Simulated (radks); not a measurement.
Valence configurations of Tl. All-electron calculation, scalar-relativistic Kohn-Sham, PBE, spin-polarised, spherical densities, finite nucleus; open shells are filled with parallel spins first (spin-orbit coupling, left out, can overturn this in heavy ions); Fermi nuclear charge, rms radius 5.4759 fm. Program: a radial shooting solver on a logarithmic mesh with Libxc functionals. Energies are relative to [Hg] 6p1; eigenvalues in eV for spin up.

valence                     E (eV)  moment (Bohr magnetons)    e(4f)    e(5d)   e(6p)    e(6s)
[Hg] 6p1                     0.000                        1  -113.99  -15.485  -2.615   -9.732
[Xe] 4f14 5d10 6p3          14.022                        3  -117.43  -18.817  -4.424        -
[Xe] 4f14 5d10 6s1 6p2       6.265                        3  -115.66  -17.237  -3.686  -11.311
[Xe] 4f14 5d9 6s2 6p2       13.998                        3  -119.65  -20.048  -3.945  -12.121
[Xe] 4f14 5d8 6s2 6p3       30.355                        5  -125.28  -24.463  -5.139  -14.280
[Xe] 4f13 5d9 6s2 6p3       137.84                        5  -138.83  -25.884  -5.153  -14.381
[Xe] 4f13.5 5d10 6s2 6p1.5  57.725                        2  -123.42  -18.382  -3.293  -10.976
[Xe] 4f14 5d7.5 6s2 6p3.5   40.410                        5  -128.30  -26.784  -5.616  -15.258
[Xe] 4f13 5d10 6s2 6p2      119.54                        3  -133.02  -21.312  -3.938  -12.173
[Xe] 4f14 5d5.5 6s2 6p5.5   86.491                        5  -140.27  -35.753  -7.242  -18.748

NIST lists [Hg] 6p1 as the ground configuration; this level of theory agrees among the configurations tried. The energies are those of spherical high-spin densities, not of single terms.
